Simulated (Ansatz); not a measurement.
A first, cheap relaxation of CH5BS2, SMILES `CSBS`.

```yaml
crystal:
  periodic: [false, false, false]
  atoms:
    - {symbol: C, position_ang: [-0.163400, 0.557000, -1.446700]}
    - {symbol: S, position_ang: [1.225600, 0.238500, -0.408200]}
    - {symbol: B, position_ang: [0.213600, -0.800200, 0.804900]}
    - {symbol: S, position_ang: [-0.478100, 0.021000, 2.312600]}
    - {symbol: H, position_ang: [0.114200, 1.230000, -2.325800]}
    - {symbol: H, position_ang: [-0.984000, 1.165800, -0.879500]}
    - {symbol: H, position_ang: [-0.613300, -0.338000, -1.857000]}
    - {symbol: H, position_ang: [0.171200, -1.947500, 0.640000]}
    - {symbol: H, position_ang: [0.602800, -0.173000, 3.142600]}
basis:
  gaussian: {orbitals: def2-SVP}
hamiltonian: {xc: pbe, dispersion: d4}
relax: {f_tol: 0.03, max_steps: 200}
```

```sh
$ ansatz run in.yaml --threads 2 --pin off --events-out ev --progress --plain --max-ram 4352MiB
```

It prints (some lines left out):

```
Functional definition: PBE
mean field -23444.99040695 eV, -861.5875058700 hartree, gradient 6.4e-5 eV, S^2 0.000000; 0 other end points of the search recorded, 0 dependent functions left out
relax step   1: F+E_penalty+E_count = -23445.19264644 eV  Δ(F+E_penalty+E_count) = +0.000e0 eV  max|allowed force component| = 2.454e0 eV/Å  Δτ_max = 0.0000 Å  (27 SCF iters, accepted)
mean field -23445.14712717 eV, -861.5932652319 hartree, gradient 2.3e-5 eV, S^2 0.000000; 0 other end points of the search recorded, 0 dependent functions left out
relax step   2: F+E_penalty+E_count = -23445.34841148 eV  Δ(F+E_penalty+E_count) = -1.558e-1 eV  max|allowed force component| = 1.117e0 eV/Å  Δτ_max = 0.1979 Å  (29 SCF iters, accepted)
mean field -23445.26493476 eV, -861.5975945810 hartree, gradient 2.0e-5 eV, S^2 0.000000; 0 other end points of the search recorded, 0 dependent functions left out
relax step   3: F+E_penalty+E_count = -23445.46607579 eV  Δ(F+E_penalty+E_count) = -1.177e-1 eV  max|allowed force component| = 6.788e-1 eV/Å  Δτ_max = 0.1032 Å  (29 SCF iters, accepted)
mean field -23445.45184949 eV, -861.6044635705 hartree, gradient 9.9e-6 eV, S^2 0.000000; 0 other end points of the search recorded, 0 dependent functions left out
relax step   4: F+E_penalty+E_count = -23445.65263658 eV  Δ(F+E_penalty+E_count) = -1.866e-1 eV  max|allowed force component| = 5.747e-1 eV/Å  Δτ_max = 0.1999 Å  (33 SCF iters, accepted)
mean field -23445.71094284 eV, -861.6139850756 hartree, gradient 1.0e-5 eV, S^2 0.000000; 0 other end points of the search recorded, 0 dependent functions left out
relax step   5: F+E_penalty+E_count = -23445.91152803 eV  Δ(F+E_penalty+E_count) = -2.589e-1 eV  max|allowed force component| = 1.418e0 eV/Å  Δτ_max = 0.1990 Å  (35 SCF iters, accepted)
mean field -23445.98312435 eV, -861.6239875617 hartree, gradient 8.9e-6 eV, S^2 0.000000; 0 other end points of the search recorded, 0 dependent functions left out
relax step   6: F+E_penalty+E_count = -23446.18263205 eV  Δ(F+E_penalty+E_count) = -2.711e-1 eV  max|allowed force component| = 2.290e0 eV/Å  Δτ_max = 0.1978 Å  (35 SCF iters, accepted)
mean field -23446.23588834 eV, -861.6332764669 hartree, gradient 9.1e-6 eV, S^2 0.000000; 0 other end points of the search recorded, 0 dependent functions left out
relax step   7: F+E_penalty+E_count = -23446.43457827 eV  Δ(F+E_penalty+E_count) = -2.519e-1 eV  max|allowed force component| = 2.028e0 eV/Å  Δτ_max = 0.1902 Å  (34 SCF iters, accepted)
mean field -23446.47254463 eV, -861.6419734254 hartree, gradient 1.0e-5 eV, S^2 0.000000; 0 other end points of the search recorded, 0 dependent functions left out
relax step   8: F+E_penalty+E_count = -23446.66960322 eV  Δ(F+E_penalty+E_count) = -2.350e-1 eV  max|allowed force component| = 1.490e0 eV/Å  Δτ_max = 0.2000 Å  (33 SCF iters, accepted)
mean field -23446.66192916 eV, -861.6489331782 hartree, gradient 1.1e-5 eV, S^2 0.000000; 0 other end points of the search recorded, 0 dependent functions left out
relax step   9: F+E_penalty+E_count = -23446.85811441 eV  Δ(F+E_penalty+E_count) = -1.885e-1 eV  max|allowed force component| = 8.673e-1 eV/Å  Δτ_max = 0.1943 Å  (28 SCF iters, accepted)
mean field -23446.78751126 eV, -861.6535482356 hartree, gradient 8.2e-6 eV, S^2 0.000000; 0 other end points of the search recorded, 0 dependent functions left out
relax step  10: F+E_penalty+E_count = -23446.98300408 eV  Δ(F+E_penalty+E_count) = -1.249e-1 eV  max|allowed force component| = 4.495e-1 eV/Å  Δτ_max = 0.2000 Å  (31 SCF iters, accepted)
mean field -23446.82551549 eV, -861.6549448651 hartree, gradient 1.9e-5 eV, S^2 0.000000; 0 other end points of the search recorded, 0 dependent functions left out
relax step  11: F+E_penalty+E_count = -23447.01972817 eV  Δ(F+E_penalty+E_count) = -3.672e-2 eV  max|allowed force component| = 1.656e-1 eV/Å  Δτ_max = 0.1999 Å  (28 SCF iters, accepted)
mean field -23446.78426781 eV, -861.6534290408 hartree, gradient 9.4e-6 eV, S^2 0.000000; 0 other end points of the search recorded, 0 dependent functions left out
relax step  12: F+E_penalty+E_count = -23446.98030485 eV  Δ(F+E_penalty+E_count) = +3.942e-2 eV  max|allowed force component| = 5.103e-1 eV/Å  Δτ_max = 0.1995 Å  (31 SCF iters, rejected (line search))
mean field -23446.83517347 eV, -861.6552997894 hartree, gradient 1.3e-5 eV, S^2 0.000000; 0 other end points of the search recorded, 0 dependent functions left out
relax step  13: F+E_penalty+E_count = -23447.02973745 eV  Δ(F+E_penalty+E_count) = -1.001e-2 eV  max|allowed force component| = 2.475e-2 eV/Å  Δτ_max = 0.0776 Å  (28 SCF iters, accepted)
mean field -23446.83517347 eV, -861.6552997894 hartree, gradient 1.3e-5 eV, S^2 0.000000; 1 other end points of the search recorded, 0 dependent functions left out
Total energy: -23447.02977020 eV, -861.6624510872 hartree
Atom 0 at    -0.133888     0.550252    -1.575038 Å, force     0.011362    -0.023973     0.019769 eV/Å
Atom 1 at     0.587636     0.735258     0.101820 Å, force     0.004574     0.024748    -0.012566 eV/Å
Atom 2 at    -0.074050    -0.659944     1.004018 Å, force    -0.010524    -0.008968     0.024395 eV/Å
Atom 3 at     0.262688    -0.931180     2.751380 Å, force     0.003038     0.000913    -0.004731 eV/Å
Atom 4 at     0.484981     1.149361    -2.268802 Å, force    -0.001165     0.002323     0.004532 eV/Å
Atom 5 at    -1.171593     0.932727    -1.589868 Å, force    -0.007409     0.000873    -0.007473 eV/Å
Atom 6 at    -0.118540    -0.509052    -1.890610 Å, force     0.001073     0.004947    -0.004390 eV/Å
Atom 7 at    -0.774579    -1.491158     0.465192 Å, force    -0.005711     0.001661    -0.014420 eV/Å
Atom 8 at     1.025945     0.177337     2.984808 Å, force     0.004762    -0.002525    -0.005117 eV/Å
Dipole moment:    -0.010636     0.149346    -0.291704 e Å
```

It took 37 s on 2 threads of an Intel Xeon Platinum 8259CL on a shared host, with 0.14 GiB of host memory at the peak.
